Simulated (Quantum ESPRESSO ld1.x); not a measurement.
Spin polarisation of the 4f7 shell in Gd2+. Start: [Xe] 4f(up 3.5, down 3.5) 5d(up 0.5, down 0.5); electrons of 4f are moved from spin down to spin up, other shells keep equal spins. All-electron calculation, scalar-relativistic Kohn-Sham, LDA (Slater exchange, VWN5 correlation), spin-polarised, spherical densities, point nucleus. Program: ld1.x of Quantum ESPRESSO 7.5.

moment (Bohr magnetons)  E - E(0) (eV)  e(4f up) (eV)  e(4f down) (eV)  5d down minus up (eV)
0                                0.000        -22.797          -22.797                  0.000
1                               -0.184        -23.149          -22.415                  0.120
2                               -0.734        -23.471          -22.003                  0.240
3                               -1.652        -23.761          -21.560                  0.361
4                               -2.936        -24.019          -21.087                  0.483
5                               -4.586        -24.244          -20.582                  0.606
6                               -6.600        -24.434          -20.044                  0.732
7                               -8.978        -24.587          -19.472                  0.860

At moment 7 the spin-polarisation energy is -8.978 eV and the 4f exchange splitting 5.114 eV, that is 0.731 eV per Bohr magneton; E = -I m^2/4 would give I = 0.733 eV.
